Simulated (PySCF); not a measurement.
C₈H₉OP.
Atom-mapped SMILES: `[CH3:1][C:2](=[O:3])[c:4]1[cH:5][cH:6][cH:7][c:8]([CH3:9])[p:10]1`

Probes without a nucleus sit at each ring's centroid and 1 Å off its mean plane on both sides; NICS is minus the shielding there, NICSzz its component along the normal. Level: GIAO PBE0/pcSseg-1 (PySCF, non-relativistic, gas phase) on the GFN2-xTB geometry, one conformer.

Ring bond lengths (Å), with Mayer bond orders in brackets: C4–C5 1.389 (1.34), C5–C6 1.380 (1.47), C6–C7 1.390 (1.44), C7–C8 1.379 (1.41), C8–P10 1.755 (1.23), P10–C4 1.752 (1.31).

Task: Give the NICS values of each ring in ppm.

Result: 
```
              ring                                               type  NICS(0)  NICS(1), two faces  NICS(1)zz, two faces  rms pucker (Å)  centre to ring atoms, mean (Å)
C4–C5–C6–C7–C8–P10  6-membered ring with P; formal bonds all aromatic     -6.9       -10.1 / -10.2         -24.0 / -24.1            0.00                            1.50
```

Task: What do they say, and how far can they be read as aromaticity?

Result: 
- C4–C5–C6–C7–C8–P10: mean NICS(1)zz -24.1 ppm, shielded.

Task: What does the geometric index give? Use HOMA with the parameters of Krygowski (1993).

Result: 
- C4–C5–C6–C7–C8–P10: HOMA 0.87; the largest term is that of C8–P10, α(R − Ropt)² = 0.39.

Task: How shielded are the nuclei of the rings and their hydrogens (means over atoms taken as equivalent)?

Result: 
```json
{"atoms": "C4", "environment": "substituted aromatic carbon", "σ isotropic (ppm)": "10.4", "principal values of the symmetric part, first atom (ppm)": "-136.1, 17.8, 149.4"}
{"atoms": "C5", "environment": "aromatic CH carbon", "σ isotropic (ppm)": "50.4", "principal values of the symmetric part, first atom (ppm)": "-48.5, 25.3, 174.5"}
{"atoms": "C6", "environment": "aromatic CH carbon", "σ isotropic (ppm)": "52.4", "principal values of the symmetric part, first atom (ppm)": "-47.5, 33.3, 171.2"}
{"atoms": "C7", "environment": "aromatic CH carbon", "σ isotropic (ppm)": "46.5", "principal values of the symmetric part, first atom (ppm)": "-61.1, 44.8, 155.9"}
{"atoms": "C8", "environment": "substituted aromatic carbon", "σ isotropic (ppm)": "0.5", "principal values of the symmetric part, first atom (ppm)": "-172.7, -5.4, 179.7"}
{"atoms": "P10", "environment": "phosphorus bonded to 2 C", "σ isotropic (ppm)": "41.6", "principal values of the symmetric part, first atom (ppm)": "-323.6, -58.3, 506.7"}
{"atoms": "H on C5", "environment": "aromatic hydrogen", "σ isotropic (ppm)": "23.57", "principal values of the symmetric part, first atom (ppm)": "19.7, 23.0, 28.0"}
{"atoms": "H on C6", "environment": "aromatic hydrogen", "σ isotropic (ppm)": "24.03", "principal values of the symmetric part, first atom (ppm)": "20.2, 24.7, 27.1"}
{"atoms": "H on C7", "environment": "aromatic hydrogen", "σ isotropic (ppm)": "23.85", "principal values of the symmetric part, first atom (ppm)": "20.1, 23.2, 28.3"}
```

Cost: about 2.2 min of CPU time on one thread; the machine was shared, so the figure is rough. This is the whole shielding run at PBE0/pcSseg-1, SCF included.

Shape of the structure used: `[CH3:1][C:2](=[O:3])[c:4]1[cH:5][cH:6][cH:7][c:8]([CH3:9])[p:10]1`: C1–C2–C4–C5 1°.
